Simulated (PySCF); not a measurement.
A calculated (TPSS, PySCF 2.14, aug-cc-pCVTZ-DK, scalar relativity by spin-free X2C-1e) atom or ion has these occupied shells.

| shell | electrons | orbital energy (eV) | rms radius, mean of both spins (bohr) |
| --- | --- | --- | --- |
| 1s α | 1 | -714.64 | 0.204 |
| 1s β | 1 | -711.45 | 0.204 |
| 2s α | 1 | -71.491 | 1.01 |
| 2s β | 1 | -63.615 | 1.01 |
| 2p α | 3 | -51.907 | 0.987 |

Q: Name the element and its charge.

A: F(2+) (fluorine, charge +2), in [He] 2s2 2p3, high-spin 4S determinant.
